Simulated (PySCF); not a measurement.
Gas-phase reaction: 3 GeF₃ + NF₃ → 3 GeF₄ + N

Method: PySCF energies plus ideal-gas RRHO corrections (1 bar). † marks an energy on the PBE0/def2-TZVP geometry and frequencies. CCSD(T) freezes the core. Open shells (unrestricted): GeF₃ (multiplicity 2), N (multiplicity 4); the rest are closed-shell singlets. B3LYP is the form with VWN-RPA correlation. Ge: all electrons, no relativistic terms. GeF₃: computed as isolated molecules; such fragments, hydroxides, amides, oligomers or adducts are transient or little studied in the gas. CCSD(T) isn't extrapolated to the basis-set limit.

BLYP/def2-TZVP† gives ΔH°(298 K) = -560 kJ.

Task: What do B3LYP/def2-TZVP†, CCSD(T)/def2-TZVPP†, ωB97M-V/def2-TZVP† give?

Result: B3LYP/def2-TZVP†: -659 kJ; CCSD(T)/def2-TZVPP†: -822 kJ; ωB97M-V/def2-TZVP†: -703 kJ. For scale, ΔH°(298 K) is -560 kJ at this level, -703 kJ at ωB97M-V/def2-TZVP†, and runs from -1016 to 117 kJ over the 20 levels computed.
